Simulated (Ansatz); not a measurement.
The cluster Al₂Sb₂⁺, relaxed as a doublet with UKS PBE-D4/def2-SVP in Ansatz, starting from the GFN1-xTB geometry. Force threshold 0.02 eV/Å.

In the def2 sets Sb takes a core potential; there is no spin–orbit coupling. The charge 1 doublet is spin-contaminated (final ⟨S²⟩ up to 1.70, 0.75 for a pure state). The relaxation made no stability test and no search for a lower SCF solution. Another isomer (doublet) lies 0.98 eV lower at PBE0-D4/def2-TZVP; other spin states weren't run for this one.

Start:

```xyz
4

Al    1.441    0.636    0.980
Al   -0.467   -1.083    0.728
Sb   -1.393    1.119   -0.103
Sb    0.418   -0.672   -1.605
```

| step | energy (eV) | largest force component (eV/Å) | SCF passes |
| --- | --- | --- | --- |
| 1 | -26250.4974 | 1.057 | 25 |
| 2 (rejected) | -26250.4913 | 0.682 | 35 |
| 3 | -26250.6044 | 0.323 | 30 |
| 4 | -26250.6470 | 0.108 | 28 |
| 5 (rejected) | -26250.6293 | 0.343 | 31 |
| 6 | -26250.6587 | 0.054 | 30 |
| 7 | -26250.6616 | 0.069 | 32 |
| 8 | -26250.6623 | 0.058 | 30 |
| 9 | -26250.6637 | 0.007 | 29 |

Force components are those of the run's own axes.

End:

```xyz
4

Al    1.335    0.721    0.751
Al   -0.605   -1.294    0.814
Sb   -1.308    1.218   -0.001
Sb    0.577   -0.645   -1.564
```

By distances, no bond broke or formed. The bond that changes most is Al1–Sb4, from 3.07 to 2.79 Å (atoms count from 1).

No frequencies were taken in this run, so the end may be a saddle point.

Hardware: 4 threads of Arm Neoverse V2 on a shared host. Wall time 13 s.
